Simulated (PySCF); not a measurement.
SMILES N#C[SiH2][SiH2][SeH] (CH₅NSeSi₂) (B3LYP/def2-SVP optimised geometry):

```
10

N      3.065    -1.083    -0.001
C      1.905    -1.131     0.000
Si     0.038    -1.131     0.000
Si    -0.759     1.089     0.000
Se    -3.065     1.053     0.122
H     -0.397    -1.858     1.224
H     -0.405    -1.865    -1.215
H     -0.453     1.744    -1.302
H     -0.149     1.865     1.117
H     -3.072     0.457     1.474
```

Calculation: B3LYP/def2-TZVP (PySCF).

Question: What are the frontier orbital energies and the dipole moment?

Answer: HOMO-2 -9.45 eV, HOMO-1 -8.73 eV, HOMO -7.18 eV, LUMO -1.53 eV, LUMO+1 -1.03 eV; dipole moment 3.26 D.

On the same geometry PBE/def2-TZVP run with PySCF gives HOMO-2 -8.40 eV, HOMO-1 -7.81 eV, HOMO -6.31 eV, LUMO -2.21 eV, LUMO+1 -1.74 eV; dipole moment 3.31 D.

Meta-Löwdin charges at B3LYP/def2-TZVP: N1 -0.17, C2 -0.14, Si3 0.40, Si4 0.33, Se5 -0.20, H6 -0.07, H7 -0.06, H8 -0.07, H9 -0.08, H10 0.07.
